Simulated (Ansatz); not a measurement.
The same molecule with X = F, Cl, Br. Ansatz, PBE0-D4/def2-TZVP geometries, multiplicity 1. Each molecule was computed in one conformer, which needn't be the lowest.

Elements past krypton have def2 core potentials. Scalar relativity is left out up to krypton.

```
 X              molecule  mean X–In bond length / Å  size of the dipole moment (PBE/def2-TZVPP) / D  LUMO energy (PBE0/def2-TZVPP) / eV  HOMO–LUMO gap (PBE/def2-TZVPP) / eV
 F   `[OH][In]([F])[SH]`                      1.952                                            0.62                               -2.17                                 3.85
Br  `[OH][In]([SH])[Br]`                      2.456                                            0.88                               -2.17                                 3.75
```

(1) Give the row for X = Cl, `[OH][In]([SH])[Cl]`. (Estimate.)

Answers

(1) Ansatz gave: 
```json
{"X": "Cl", "molecule": "`[OH][In]([SH])[Cl]`", "mean X–In bond length / Å": "2.325", "size of the dipole moment (PBE/def2-TZVPP) / D": "0.28", "LUMO energy (PBE0/def2-TZVPP) / eV": "-2.13", "HOMO–LUMO gap (PBE/def2-TZVPP) / eV": "3.84"}
```

From F to Br the mean X–In bond length rises at each step, by 0.504 Å in all; the LUMO energy (PBE0/def2-TZVPP) hardly changes; the HOMO–LUMO gap (PBE/def2-TZVPP) falls at each step, by 0.10 eV in all. Bonds lengthen as the atom grows down the group. Dipoles are sizes alone, and their direction can turn along the series.

Spin–orbit coupling is left out; it splits and shifts lone-pair levels of the heavy atoms by tenths of an eV.
